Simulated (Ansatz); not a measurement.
```yaml
crystal:
  periodic: [false, false, false]
  atoms:
    - {symbol: Cl, position_ang: [-3.593950, 0.442363, -0.388472]}
    - {symbol: Mg, position_ang: [-1.433999, 0.176117, -0.154888]}
    - {symbol: C, position_ang: [0.299113, -0.865733, 0.928339]}
    - {symbol: C, position_ang: [0.452059, 0.531577, 1.101643]}
    - {symbol: C, position_ang: [0.660949, 1.110515, -0.173926]}
    - {symbol: C, position_ang: [0.637167, 0.071026, -1.135564]}
    - {symbol: C, position_ang: [0.413516, -1.150371, -0.454328]}
    - {symbol: Xx, position_ang: [0.146150, -1.590336, 1.715386]}
    - {symbol: H, position_ang: [0.436151, 1.060185, 2.044089]}
    - {symbol: H, position_ang: [0.832415, 2.158318, -0.375432]}
    - {symbol: H, position_ang: [0.787294, 0.186576, -2.199518]}
    - {symbol: H, position_ang: [0.363136, -2.130238, -0.907320]}
basis:
  gaussian: {orbitals: aug-cc-pVDZ}
hamiltonian: {xc: {name: BLYP}, pseudopotentials: {relativity: scalar}}
scf: {lower_state_search: off}
output: {forces: true}
```

```sh
$ ansatz run in.yaml --threads 2 --pin off --events-out ev --progress --plain --max-ram 32768MiB --backend cpu
```

Output, abridged:

```
Error: YAML parse error: error: line 11 column 16: `Xx` is not an element symbol (H … Og, case-exact)
 9 |     - {symbol: C, position_ang: [0.637167, 0.071026, -1.135564]}
10 |     - {symbol: C, position_ang: [0.413516, -1.150371, -0.454328]}
11 |     - {symbol: Xx, position_ang: [0.146150, -1.590336, 1.715386]}
12 |     - {symbol: H, position_ang: [0.436151, 1.060185, 2.044089]}
13 |     - {symbol: H, position_ang: [0.832415, 2.158318, -0.375432]}
```

Q: Something in this input is off. What?

A: An element symbol is wrong. The input was rejected before any iteration.
